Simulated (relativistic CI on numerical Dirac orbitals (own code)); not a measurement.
Mn4+ in a cubic cluster: 3s photoemission with charge transfer

Computed with a charge-transfer multiplet model of a cubic metal-ligand cluster with up to 2 ligand holes, Slater and spin-orbit integrals from Dirac-Coulomb-Breit ions, Slater integrals scaled by 0.8. The ground state mixes d3 with configurations of k ligand holes L, whose averages lie at kΔ + k(k − 1)U_dd/2; a core hole lowers each added d electron by U_cd. 300 K, Lorentzian 1.4 eV and Gaussian 0.8 eV FWHM.

Atomic integrals in eV (Slater integrals scaled, ζ unscaled), ground: F2dd 9.878, F4dd 6.215, zeta_d 0.050; with the core hole: F2dd 10.619, F4dd 6.712, zeta_d 0.058, G2cd 10.306.

Cluster parameters (eV): U_dd = 6.5, U_cd = 7.3, 10Dq = 1.55, 10Dq(ligand) = 1.2, V(eg) = 1.55, V(t2g) = -0.74, final-state hopping factor = 1.

```tsv
Case	n_d	d3	d4L	d5L2	S
Δ = -0.9 eV	3.91	0.22	0.64	0.13	1.50
Δ = 0.1 eV	3.79	0.30	0.60	0.10	1.50
Δ = 2.1 eV	3.55	0.50	0.46	0.04	1.50
```

Weights, n_d and S are thermal averages at 300 K. Binding energies count from the first peak over 30 % of the highest in each spectrum, which can be another peak from case to case. The parameters are a model scan and need not match a compound or its usual spin state. Peaks in eV (height, largest 100):
- Δ = -0.9 eV: 0.0 (89), 4.5 (93), 11.5 (100), 18.0 (23), 19.3 (22), 26.5 (6)
- Δ = 0.1 eV: 0.0 (88), 4.3 (92), 11.2 (100), 17.1 (23), 19.4 (20), 24.9 (8)
- Δ = 2.1 eV: 0.0 (85), 3.8 (71), 10.6 (100), 18.0 (20), 22.4 (9)

Curve for Δ = 0.1 eV (points under 2 left out, the grid thinned):

E (eV), Intensity and a bar:
```
     -3.3        5.7 #
     -2.6        8.5 ##
     -1.9       14.5 ####
     -1.3       26.7 ########
     -0.6       61.3 ###################
      0.1       87.7 ###########################
      0.8       53.6 ################
      1.5       27.7 ########
      2.2       22.6 ######
      2.8       29.0 #########
      3.5       57.3 #################
      4.2       91.7 ############################
      4.9       63.7 ####################
      5.6       31.9 #########
      6.2       22.3 ######
      6.9       17.5 #####
      7.6       16.0 ####
      8.3       18.9 #####
      9.0       27.8 ########
      9.7       41.4 ############
     10.3       62.9 ###################
     11.0       96.8 ##############################
     11.7       83.8 ##########################
     12.4       47.3 ##############
     13.1       30.1 #########
     13.7       24.0 #######
     14.4       20.2 ######
     15.1       17.5 #####
     15.8       16.9 #####
     16.5       20.6 ######
     17.2       22.5 ######
     17.8       20.1 ######
     18.5       17.5 #####
     19.2       19.2 #####
     19.9       17.5 #####
     20.6       10.4 ###
     21.2        6.2 #
     21.9        4.0 #
     22.6        3.2 
     23.3        3.4 
     24.0        4.9 #
     24.7        7.4 ##
     25.3        7.0 ##
     26.0        3.9 #
     26.7        2.1
```

For the case Δ = 0.1 eV, Δ = 0.1 eV is smaller than U_dd = 6.5 eV, the charge-transfer side of the Zaanen-Sawatzky-Allen scheme. With the core hole the configuration with one ligand hole lies at Δ − U_cd = -8.2, -7.2, -5.2 eV from the one without, in the order of the table; where this is negative the screened configuration lies lower.

With at most 2 ligand holes the space is cut while the next configuration still counts, so covalency is underestimated, and a final configuration with one more ligand hole, which can lie low, is missing from the spectra.

Without intra-shell correlation the exchange splitting of the 3s hole comes out too large.
